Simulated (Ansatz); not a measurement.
Cl2H4O2Si2 can be A, `O[Si](Cl)(Cl)O[SiH3]`, or B, `O[Si](O)(Cl)[SiH2]Cl`.

Computed with Ansatz on PBE0-D4/def2-TZVP structures; ΔE is electronic, products minus reactants. CBS: MP2 limit from def2 TZ/QZ plus the TZ coupled-cluster correction, frozen cores. Functionals use def2-TZVPP. B3LYP here is the variant with VWN-RPA as its local correlation; programs differ in this. Each species was taken in one conformer, which may not be the lowest.

A:

```xyz
10

O     0.1181    0.2800    2.4267
Si   -0.3920   -0.3966    1.0505
Cl    0.0551   -2.3850    1.0052
Cl   -2.4149   -0.2295    0.8596
O     0.3433    0.3660   -0.1450
Si    0.5735    0.5602   -1.7624
H    -0.2203   -0.0629    3.2553
H     1.5244    1.6805   -1.9434
H    -0.7220    0.8751   -2.4122
H     1.1348   -0.6878   -2.3343
```

B:

Z-matrix (Å, degrees):
```
Si
O 1 1.625
Cl 1 2.065 2 111.5
O 1 1.634 2 108.6 3 -118.6
Si 1 2.334 2 107.8 3 118.1
H 2 0.960 1 119.0 3 66.7
H 4 0.959 1 117.9 2 162.3
Cl 5 2.066 1 105.7 2 173.3
H 5 1.483 1 112.4 2 55.8
H 5 1.483 1 112.4 2 -68.8
```

Which isomer does CCSD(T)/CBS put lower? Give the gap. (An estimate is asked.)

The calculation gave: A, by 28.6 kcal/mol.

Give E(B) − E(A) in kcal/mol with B3LYP, CCSD/def2-TZVPP, ωB97M-V, MP2/def2-TZVPP, PBE-D4, HF/def2-TZVPP, B3LYP-D4. (Estimate.)

Computed: B3LYP 27.7, CCSD/def2-TZVPP 29.9, ωB97M-V 29.1, MP2/def2-TZVPP 30.5, PBE-D4 21.9, HF/def2-TZVPP 34.4, B3LYP-D4 27.9. None reverses the order clearly.

Largest T1 diagnostic: 0.011.

In def2-TZVPP, CCSD(T) changes the Hartree–Fock value by −5.3 kcal/mol (the triples alone add −0.8 kcal/mol) and MP2 by −3.9 kcal/mol. From PBE to PBE0 (25 % exact exchange), in def2-TZVPP and without D4, E(B) − E(A) moves by +2.6 kcal/mol.
